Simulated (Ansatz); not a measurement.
Consider the redistribution: `C=C=[C]([AlH2])[SiH3]` + `[SiH3]NCS` → `[AlH2][NH]CS` + `C=C=C([SiH3])[SiH3]`.

Gas-phase electronic energies from Ansatz, PBE0-D4/def2-TZVP geometries. CCSD(T)/CBS is the MP2 limit (def2-TZVPP, def2-QZVPP) plus CCSD(T) − MP2 in def2-TZVPP, frozen cores. Functionals use def2-TZVPP. One conformer a species, not always the lowest.

`C=C=[C]([AlH2])[SiH3]`:

Cartesian coordinates in Å:
```
C -0.662 1.133 1.996
C -0.307 0.485 0.921
C 0.041 -0.181 -0.143
Al -0.134 -2.107 0.027
Si 0.647 0.719 -1.655
H 0.059 1.359 2.772
H -1.685 1.463 2.135
H 0.261 -3.023 -1.207
H -0.665 -2.703 1.393
H 0.677 2.186 -1.421
H -0.245 0.422 -2.808
H 2.012 0.247 -2.008
```

`[SiH3]NCS`:

```xyz
11

Si    1.478   -0.126   -0.833
N     0.514    0.223    0.558
C    -0.835   -0.211    0.712
S    -2.001    0.920   -0.165
H     1.136    0.647   -2.061
H     2.886    0.176   -0.471
H     1.298   -1.569   -1.137
H     0.731    1.053    1.088
H    -0.946   -1.212    0.292
H    -1.119   -0.241    1.765
H    -3.140    0.341    0.251
```

`[AlH2][NH]CS`:

```xyz
10

Al   -1.260   -1.129    0.935
N    -0.344   -0.339   -0.366
C     0.955    0.247   -0.281
S     1.009    2.072   -0.084
H    -0.508   -1.327    2.313
H    -2.728   -1.612    0.602
H    -0.782   -0.166   -1.260
H     1.581   -0.003   -1.141
H     1.471   -0.115    0.611
H     0.605    2.372   -1.329
```

`C=C=C([SiH3])[SiH3]`:

Cartesian coordinates in Å:
```
C 0.997 1.396 1.801
C 0.475 0.665 0.858
C -0.047 -0.065 -0.084
Si -1.298 0.709 -1.233
Si 0.484 -1.848 -0.237
H 1.905 1.962 1.628
H 0.535 1.455 2.780
H -0.814 0.619 -2.637
H -1.509 2.130 -0.862
H -2.584 -0.033 -1.148
H 1.476 -2.169 0.818
H 1.079 -2.082 -1.580
H -0.701 -2.738 -0.104
```

```
             level  ΔE (kJ/mol)  difference from CCSD(T)/CBS
            PBE-D4        -38.2                         -2.9
         r2SCAN-D4        -35.7                         -0.4
           ωB97X-V        -34.0                          1.3
           ωB97M-V        -34.0                          1.3
            r2SCAN        -35.6                         -0.3
    MP2/def2-TZVPP        -35.0                          0.3
CCSD(T)/def2-TZVPP        -36.2                         -0.9
     HF/def2-QZVPP        -26.3                          9.0
      HF/CBS(def2)        -26.2                          9.1
     MP2/CBS(def2)        -34.1                          1.2
       CCSD(T)/CBS        -35.3                            0
```

Largest T1 diagnostic among the species: 0.013.

In def2-TZVPP, CCSD(T) changes the Hartree–Fock value by −9.8 kJ/mol (the triples alone add −1.1 kJ/mol) and MP2 by −8.5 kJ/mol. From PBE to PBE0 (25 % exact exchange), in def2-TZVPP and without D4, ΔE moves by +3.5 kJ/mol.
